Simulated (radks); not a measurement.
Results of a calculation; reference values are marked as such.
Question: Ce IV, configuration [Xe] 4f1. Level of theory: Dirac Kohn-Sham, PBE, spin-unpolarised, spherical densities, point nucleus; open shells are shared between the two j in proportion to 2j + 1 (a radial shooting solver on a logarithmic mesh with Libxc functionals). Some entries of the table are withheld. Estimate them.

orbital,occ.,eigenvalue (hartree),<r^2> (bohr^2)
1s1/2,2,-1479.516,0.0008207
2s1/2,2,-237.5228,0.01300
2p1/2,2,-224.2917,(1)
2p3/2,4,-207.8793,(2)
3s1/2,2,-51.82715,0.08861
3p1/2,2,-46.22742,0.08352
3p3/2,4,-43.00187,0.09105
3d3/2,4,-33.21783,0.07456
3d5/2,6,-32.52521,0.07670
4s1/2,2,-11.17580,0.4582
4p1/2,2,-9.09616,(3)
4p3/2,4,-8.40332,(4)
4d3/2,4,(5),0.6325
4d5/2,6,(6),0.6490
5s1/2,2,-2.33738,2.531
5p1/2,2,-1.76047,3.129
5p3/2,4,-1.65450,3.401
4f5/2,0.428571,-1.05923,(7)
4f7/2,0.571429,-1.04664,(8)
5d3/2,0,-0.87593,6.163
5d5/2,0,-0.86428,6.311
6s1/2,0,-0.75952,12.64

Answer: 
(1) 2p1/2 <r^2> (bohr^2): 0.009534
(2) 2p3/2 <r^2> (bohr^2): 0.01080
(3) 4p1/2 <r^2> (bohr^2): 0.4895
(4) 4p3/2 <r^2> (bohr^2): 0.5307
(5) 4d3/2 eigenvalue (hartree): -4.99039
(6) 4d5/2 eigenvalue (hartree): -4.86897
(7) 4f5/2 <r^2> (bohr^2): 1.429
(8) 4f7/2 <r^2> (bohr^2): 1.454
